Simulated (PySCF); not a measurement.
C4H6OSi.
Bonds: C1–C2, C2–C3 (triple), C3–Si4, Si4–C5, C5–O6 (double). Hydrogens: H7, H8, H9 on C1; H10, H11 on Si4; H12 on C5.

The geometry is computed with GFN2-xTB (gas phase).

Entries marked ? are missing. Bonds in one row agree within 0.01 Å.

| coordinate | value |
| --- | --- |
| C1–C2 | ? |
| C2≡C3 | 1.206 Å |
| C3–Si4 | ? |
| Si4–C5 | 1.922 Å |
| C5=O6 | ? |
| C1–H7, C1–H8, C1–H9 | 1.090 Å |
| Si4–H10, Si4–H11 | 1.464 Å |
| C5–H12 | 1.114 Å |
| C1–C2–C3 | ? |
| C2–C3–Si4 | 179.3° |
| C3–Si4–C5 | ? |
| Si4–C5–O6 | ? |

**Question.** Estimate the withheld lengths and angles.

**Answer.** 
- C1–C2 = 1.444 Å, drawn single (propargylic carbon to alkyne carbon); 0.01 Å below the sum of covalent radii, 1.45 Å.
- C3–Si4 = 1.841 Å, drawn single (alkyne carbon to SiH2 silicon); 0.04 Å above the sum of covalent radii, 1.80 Å.
- C5=O6 = 1.205 Å, drawn double (carbonyl carbon to carbonyl oxygen); 0.19 Å below the sum of covalent radii, 1.39 Å.
- C1–C2–C3 = 179.9°, at the alkyne carbon; the outer atoms are 2.650 Å apart.
- C3–Si4–C5 = 104.9°, at the SiH2 silicon; the outer atoms are 2.984 Å apart.
- Si4–C5–O6 = 124.4°, at the carbonyl carbon; the outer atoms are 2.786 Å apart.

Radii are Cordero's, carbon taken as 0.76, 0.73 or 0.69 Å for four, three, and two or fewer neighbours.

GFN2-xTB frequencies: not computed here. One conformer, not necessarily the lowest (C3–Si4–C5–O6 128°).
